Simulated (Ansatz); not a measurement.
CH$_{6}$SeSi$_{2}$ (`C1[SiH2][Se][SiH2]1`). The species carries charge 0 and has multiplicity 1.

```xyz
10

C     0.055    0.657   -0.660
Si    1.017    0.358    0.929
Se   -0.119   -1.541    1.533
Si   -1.058   -0.845   -0.441
H    -0.490    1.602   -0.665
H     0.677    0.603   -1.555
H     0.871    1.441    1.937
H     2.466    0.101    0.723
H    -0.921   -1.863   -1.514
H    -2.498   -0.513   -0.287
```

Question: List the harmonic frequencies (cm⁻¹, unscaled) at PBE0-D4/def2-TZVP in Ansatz. (Best estimate.)

Answer: The calculation gave: 21, 299, 374, 430, 471, 488, 583, 628, 676, 684, 752, 753, 884, 952, 968, 970, 991, 1386, 2215, 2220, 2222, 2223, 3092, 3155.

Question: Is this a minimum?

Answer: Yes, all 24 modes are real.

Question: Give the ideal-gas thermochemistry at 298.15 K and 1 bar (rigid rotor, harmonic oscillator; point group C2v, symmetry number 2).

Answer: Zero-point energy 164.1 kJ/mol; H(298) − E = 182.9 kJ/mol; entropy 338.9 J/(mol·K), of which translation 171.6, rotation 109.1, vibration 58.2; G(298) − E = 81.9 kJ/mol. Modes under 100 cm⁻¹ are hindered rotations or soft bends, so the harmonic entropy is rough.

Question: Rotational constants (cm⁻¹)?

Answer: 0.1249, 0.08558, 0.05317.
